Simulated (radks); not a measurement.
Ionisation of the bismuth ion Bi3+, [Hg], to [Xe] 4f14 5d10 6s1 as the strength of local exchange is varied. Calculated with a radial shooting solver on a logarithmic mesh with Libxc functionals: scalar-relativistic Kohn-Sham, Slater X-alpha exchange (alpha = 2/3 is LDA exchange), no correlation, spin-unpolarised, spherical densities, finite nucleus; Fermi nuclear charge, rms radius 5.5211 fm.

| alpha | E(Bi3+) (hartree) | exchange (hartree) | IE (eV) | -e of the level emptied (eV) | <r> of it (bohr) |
|---|---|---|---|---|---|
| 0.557 | -21440.7483 | -311.2374 | 42.849 | 37.452 (6s) | 2.053 |
| 0.667 | -21502.6901 | -373.7952 | 44.474 | 39.045 (6s) | 2.021 |
| 0.718 | -21531.4701 | -402.9213 | 45.236 | 39.793 (6s) | 2.006 |
| 0.746 | -21547.2875 | -418.9450 | 45.657 | 40.207 (6s) | 1.998 |
| 0.87 | -21617.4773 | -490.1869 | 47.540 | 42.059 (6s) | 1.964 |

NIST Atomic Spectra Database: 45.4 eV (measured). The Delta-SCF value meets it near alpha = 0.73. Spin polarisation and multiplet splitting are left out, so open shells lie too high by an amount that depends on their filling.

Beside tabulated values, note that spin-unpolarised runs miss the spin-polarisation part of the exchange energy of open shells, and scalar-relativistic runs lack spin-orbit coupling.
